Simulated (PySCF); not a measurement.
**Electron correlation in Ce(47+) (cerium, charge +47)**

[Ne] 3s1, 2S determinant. Calculation: PySCF 2.14, in an uncontracted even-tempered set (18 s from 10 bohr⁻², ratio 2.5; 12 p from 13 bohr⁻², ratio 2.5; 4 d from 48 bohr⁻², ratio 2.7; 4 f from 72 bohr⁻², ratio 2.7); the spin-free X2C one-electron Hamiltonian (Gaussian nucleus). Frozen: 1s2; 9 electrons correlated; the 21 highest virtual orbitals of each spin left out.

```
  level  correlation energy (mhartree)
   CCSD                        -339.84
    (T)                          -0.09
CCSD(T)                        -339.93
```

Diagnostics: T1 = 6.2e-05, D1 = 0.0002, largest double amplitude 0.002.

Task: Is a single reference adequate?

Result: Yes, within this model without spin-orbit coupling: T1 lies below 0.03 and no double amplitude reaches 0.07.

At this charge the one-electron X2C treatment keeps the bare 1/r₁₂, with no two-electron picture change or Breit term. The effect here is smaller than on the frozen 1s shell; and a scalar Hamiltonian misses the large spin-orbit splitting of the p shells, which matters for ns² → np² pairs.
